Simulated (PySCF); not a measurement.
# In (indium, neutral) across methods

[Kr] 4d10 5s2 5p1, 2P determinant. All numbers are calculated (PySCF 2.14, scalar relativity by spin-free X2C-1e, in aug-cc-pVQZ-DK3 (9s8p6d3f2g, 102 functions)).

```tsv
method	E (hartree)	mean ε 5s α (eV)	mean ε 5s β (eV)	mean ε 5p α (eV)	Σ⟨r²⟩ (bohr²)	⟨S²⟩
revPBE	-5880.57	-8.281	-7.767	-2.818	58.95	0.752
PBE	-5880.32	-8.365	-7.878	-2.833	58.86	0.752
UHF	-5878.03248	-11.554	-10.047	-5.486	59.67	0.763
PBEsol	-5877.54	-8.415	-7.910	-2.821	58.50	0.752
PBE0	-5880.39	-9.349	-8.634	-3.601	58.48	0.753
CAM-B3LYP	-5881.05	-10.729	-9.986	-4.578	58.34	0.753
r2SCAN	-5880.73	-8.593	-8.019	-3.061	58.12	0.756
LDA	-5874.87	-8.639	-8.206	-2.864	58.36	0.751
```
